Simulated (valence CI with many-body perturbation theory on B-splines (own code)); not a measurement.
Values are calculated unless marked as measured or tabulated.
# Sensitivity of CI+MBPT for Zr XXXVI

Level of theory: valence CI with perturbative core correlation (CI+MBPT): three valence electrons over a frozen Dirac-Fock core [He], a basis of 6 s, 6 p, 5 d, 3 f, 1 g functions for each j, with the one-electron correlation potential Σ1, the two-electron term Σ2, the three-electron term Σ3, Breit, model QED; selected CI, second order for the rest, scaled by the run's own slope (own B-spline code, finite nucleus).

The last digits are not significant, and no measured levels were compared; by estimate large intervals hold to a few tenths of a per cent, small ones and those within an open d or f shell to about a per cent.

The reference run has the lowest level (2s^2 2p1/2) J=1/2 and an ionisation energy of 4745.47 eV. Its largest variational space holds 4204 state functions.

Levels are named by their leading jj configuration (3d3/2^4 stands for four electrons in 3d with j = 3/2), which in mixed levels can hold well under half, so a name can repeat and another be missing. Letters in brackets count levels of one name in rising energy.

Changed runs:
A. hole-hole ladder in Σ2 on → off
B. Davidson tolerance 2e-05 → 0.001
C. logarithmic knot step 0.27 → 0.2
D. Davidson iteration limit 60 → 3 (bad on purpose)

Excitation energies of the reference run in cm⁻¹, and shifts in cm⁻¹:

```csv
Level,Reference,A,B,C,D
(2s^2 2p3/2) J=3/2,779346,-9.0,0,+1.4,0
(2s 2p1/2^2) J=1/2,828474,-74,0,-2.2,0
(2s 2p1/2 2p3/2) J=3/2 [a],1379640,-109,0,-0.9,0
(2s 2p1/2 2p3/2) J=5/2,1552180,-109,0,-1.0,0
(2s 2p1/2 2p3/2) J=3/2 [b],1851140,-109,0,-1.2,0
(2s 2p1/2 2p3/2) J=1/2,1903990,-91,0,-1.1,0
(2s 2p3/2^2) J=5/2,2316060,-109,0,+0.2,0
(2s 2p3/2^2) J=1/2,2729000,+16,0,+0.5,0
(2s 2p3/2^2) J=3/2,2738980,-109,0,+0.3,0
(2p1/2^2 2p3/2) J=3/2,2800030,-45,0,-3.3,0
(2p1/2 2p3/2^2) J=3/2,3425970,-105,0,-2.0,0
(2p1/2 2p3/2^2) J=5/2,3542660,-109,0,-2.2,0
Ionisation energy (eV),4745.47,-0.0026,0,+0.00034,0
```

No effect on these energies: B.

Run D: The Davidson iterations stopped at their limit.
